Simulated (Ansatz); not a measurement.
## A correction line for PBE0-D4/def2-TZVPP: vertical ionisation energy

The vertical ionisation energy (cation less neutral) in eV of 6 molecular compounds of Si: x at PBE0-D4/def2-TZVPP, y at CCSD(T)/def2-TZVPP. Shapes, held fixed at every level: PBE0-D4/def2-TZVP. Flexible molecules stand in one conformer, not always the lowest. Programs: Ansatz 0.2.0.

```
                               molecule  x (eV)  y (eV)
          Si2H4SO (SMILES [SiH3]O[Si]S)    8.90    9.01
Si3NH6Br (SMILES [SiH3]N([SiH3])[Si]Br)    9.03    9.12
                              Si(NH2)Cl    9.34    9.43
                                Si(OH)2    9.52    9.64
                               Si(NH2)F    9.59       ?
                               Si(OH)Br    9.73    9.81
```

Q: Fit y = c + s·x to the known rows and predict y for Si(NH2)F.

A: 
1. Means of the 5 rows: x = 9.3040, y = 9.402.
2. Σ(Δx)² = 0.46772, Σ(Δx·Δy) = 0.46186, so the slope is 0.46186/0.46772 = 0.98747.
3. Intercept: 9.402 − (0.98747) × 9.3040 = 0.215. The largest residual of the fit is 0.025.
4. Si(NH2)F: 0.215 + 0.98747 × 9.59 = 9.68 eV.

CCSD(T)/def2-TZVPP gives 9.69 eV, so the prediction is off by -0.01 eV, within the largest residual. Uncorrected, PBE0-D4/def2-TZVPP misses Si(NH2)F by -0.10 eV, and the other rows by 0.10 on average. The line removes about 90 % of this miss, partly by chance. Left out in turn, the other rows are missed by 0.02 eV on average, so much of the error is systematic among these molecules. Cations run unrestricted. Relativity is left out for Br. Outer-core shells of Br are correlated, in sets that cover them unevenly.
